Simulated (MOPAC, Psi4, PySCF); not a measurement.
Intermolecular potential of HF ··· H4Ge (SMILES F and [GeH4]). Monomers: optimised at B3LYP-D3(BJ) (def2-TZVP), held rigid. Orientation: lowest of the rigid-body minima from ten starts at GFN2-xTB. The monomers approach along the line of their centres of mass (distance R); nothing else relaxes.

PM7, restricted, heats of formation (MOPAC); RHF/6-31G* = restricted Hartree-Fock/6-31G*, spherical d, no counterpoise correction run with PySCF 2.14.0; RKS-B3LYP/6-31G* = PySCF with restricted B3LYP/6-31G*, spherical d, no counterpoise correction; SAPT0/jun-cc-pVDZ, frozen core (Psi4).

Interaction energies in kJ/mol; the last columns give the difference from SAPT0:

```csv
R / Å,PM7,RHF/6-31G*,RKS-B3LYP/6-31G*,SAPT0/jun-cc-pVDZ,PM7 − SAPT0/jun-cc-pVDZ,RHF/6-31G* − SAPT0/jun-cc-pVDZ,RKS-B3LYP/6-31G* − SAPT0/jun-cc-pVDZ
2.31,41.86,61.80,43.61,60.34,-18.48,1.46,-16.73
2.45,28.63,35.64,21.10,35.64,-7.02,0.00,-14.54
2.65,16.36,13.77,3.01,15.16,1.20,-1.39,-12.15
2.87,8.37,2.03,-6.06,4.29,4.08,-2.26,-10.35
3.11,3.38,-3.30,-9.58,-0.53,3.92,-2.77,-9.05
3.26,1.47,-4.63,-10.12,-1.70,3.17,-2.93,-8.42
3.56,-0.64,-5.23,-9.47,-2.21,1.57,-3.02,-7.27
3.84,-1.33,-4.69,-7.92,-1.89,0.56,-2.80,-6.02
4.36,-1.18,-2.83,-4.37,-1.14,-0.05,-1.70,-3.24
5.11,-0.55,-0.81,-1.04,-0.51,-0.04,-0.30,-0.53
6.10,-0.14,-0.15,-0.09,-0.20,0.06,0.06,0.11
7.38,-0.01,-0.05,-0.02,-0.08,0.07,0.03,0.06
```

PM7 is furthest from SAPT0/jun-cc-pVDZ at 2.31 (-18.48 kJ/mol, below); its mean absolute difference over the points is 3.35 kJ/mol.

RHF/6-31G* is furthest from SAPT0/jun-cc-pVDZ at 3.56 (-3.02 kJ/mol, below); its mean absolute difference over the points is 1.56 kJ/mol.

RKS-B3LYP/6-31G* is furthest from SAPT0/jun-cc-pVDZ at 2.31 (-16.73 kJ/mol, below); its mean absolute difference over the points is 7.37 kJ/mol.
